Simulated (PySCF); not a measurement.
# Ge⁻ (germanium, charge -1) across methods

[Ar] 3d10 4s2 4p3, high-spin 4S determinant. Computed with PySCF 2.14 in aug-cc-pVTZ-DK (7s6p4d2f, 59 functions), with the spin-free X2C one-electron Hamiltonian (Gaussian nucleus).

| method | E (hartree) | mean ε 4s α (eV) | mean ε 4s β (eV) | mean ε 4p α (eV) | Σ⟨r²⟩ (bohr²) | ⟨S²⟩ |
| --- | --- | --- | --- | --- | --- | --- |
| PBE | -2098.486 | -6.024 | -4.376 | 1.155 | 68.67 | 3.751 |
| r2SCAN0 | -2098.721 | -7.886 | -5.124 | 0.267 | 64.90 | 3.751 |
| r2SCAN | -2098.755 | -6.512 | -4.312 | 0.971 | 65.99 | 3.751 |
| UHF | -2097.08248 | -11.588 | -6.549 | -1.593 | 64.90 | 3.753 |
| M06-2X | -2098.840 | -8.534 | -5.014 | -0.153 | 64.77 | 3.753 |
| LDA | -2095.484 | -6.204 | -4.744 | 1.079 | 68.84 | 3.750 |
| PBE0 | -2098.512 | -7.512 | -5.108 | 0.423 | 66.16 | 3.751 |
| MN15 | -2100.155 | -7.959 | -5.825 | 0.036 | 67.81 | 3.751 |
| wB97X-V | -2098.579 | -10.175 | -7.508 | -1.292 | 65.11 | 3.752 |

The highest occupied level is positive at PBE, r2SCAN0, r2SCAN, LDA, PBE0, MN15: only the finite basis holds that electron, which in a density functional comes from self-interaction.
